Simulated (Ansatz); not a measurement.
A nudged elastic band was laid between two geometries of C2H7BrSi2 (12 atoms, charge 0, multiplicity 1).

Computed with RKS PBE0-D4/def2-SVP (Ansatz 0.2.0).

| Property | Result |
| --- | --- |
| movable images | 2 |
| climbing image | yes |
| spring | 5.0 eV/Å² |
| optimiser | quadratic models (default) |
| start path | through a guess of the saddle point |
| force threshold | 0.05 eV/Å |
| iteration limit | 60 |
| end points | relaxed |

Image 0:

```xyz
12
Properties=species:S:1:pos:R:3
Si -1.577 0.715 -0.613
C -0.837 -0.934 -0.095
C 0.399 -1.158 0.387
Si 1.736 0.122 0.671
Br 2.283 1.090 -1.270
H -0.766 1.849 -0.080
H -2.968 0.803 -0.074
H -1.645 0.804 -2.104
H -1.497 -1.808 -0.215
H 0.679 -2.194 0.629
H 1.313 1.207 1.600
H 2.957 -0.550 1.197
```

Image 3:

```xyz
12
Properties=species:S:1:pos:R:3
Si -1.399 0.581 -1.036
C -0.865 -0.914 -0.027
C 0.305 -1.088 0.614
Si 1.729 0.126 0.687
Br 1.053 2.028 1.651
H -0.220 1.420 -1.402
H -2.380 1.401 -0.264
H -2.068 0.097 -2.282
H -1.606 -1.724 0.046
H 0.451 -2.022 1.177
H 2.818 -0.442 1.530
H 2.259 0.480 -0.659
```

Problem. What changes between the two ends?

Solution. No bond is made or broken. The dihedral H10–C3–Si4–Br5 goes from 117 to -118°. The two ends are copies of one structure, up to a mirror image or an exchange of like atoms.

Problem. What energy profile does the band end with?

Solution. It converged. The highest image is number 1 of 0 to 3, 0.124 eV above the ends, which have the same energy within 2 meV. The order of the stationary point at the top wasn't checked. Another band between the same ends, with other settings, climbed to 0.05 eV only, so this may not be the lowest route. So few images can step over the top or miss a turn of the path.

```
image  path coordinate (Å)  energy (eV)  dihedral H10–C3–Si4–Br5 (°)
    0                 0.00        0.000                          117
    1                 2.39        0.124                          149
    2                 4.53        0.055                         -164
    3                 6.66        0.000                         -118
```

Problem. What is the geometry of the highest image?

Solution. 
```xyz
12
Properties=species:S:1:pos:R:3
Si -1.624 0.672 -0.898
C -0.792 -0.862 -0.187
C 0.397 -1.055 0.410
Si 1.805 0.089 0.870
Br 2.163 1.773 -0.547
H -0.672 1.674 -1.444
H -2.448 1.311 0.176
H -2.550 0.210 -1.976
H -1.436 -1.753 -0.253
H 0.608 -2.078 0.762
H 1.574 0.689 2.216
H 3.053 -0.724 0.904
```

The band took 7 iterations and about 2 core-minutes.

The run took 63 s on 2 threads of Arm Neoverse V2 (shared host), peak memory 0.36 GiB.
